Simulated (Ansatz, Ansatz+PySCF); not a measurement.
```
atom    x (Å)   y (Å)    z (Å)
   O   0.0000  0.0000  -2.1389
   O   0.0000  0.0000   2.1389
   O  30.0000  0.0000  -0.5941
   O  30.0000  0.0000   0.5941
```

Basis set: 6-31G (spherical functions). Frozen core: 4 orbitals. Charge 0, multiplicity 5.

Computed with Ansatz (development build ahead of 0.2.0); each method stands on the lowest determinant of its kind that the runs found.

(1) Give the atomization energy at this shape (free ground-state atoms in the same class of orbitals less the molecule, no zero-point energy) of quintet O₄ in separate pieces by UHF-MP2, UHF, UHF-CCSD(T).

## Answers

(1)

```csv
method,atomization energy
UHF-MP2,48.04 kcal/mol
UHF,-28.32 kcal/mol
UHF-CCSD(T),56.42 kcal/mol
```

Caution: the determinant breaks the point group; the unrestricted determinant is a mixture of spin states. Caution for UHF-MP2: forces differ strongly between restricted and unrestricted references. Caution for UHF: the molecule lies well above its atoms at this level.

This basis has no polarisation functions and is too small for such energies, which can lie far from measured ones in either direction.
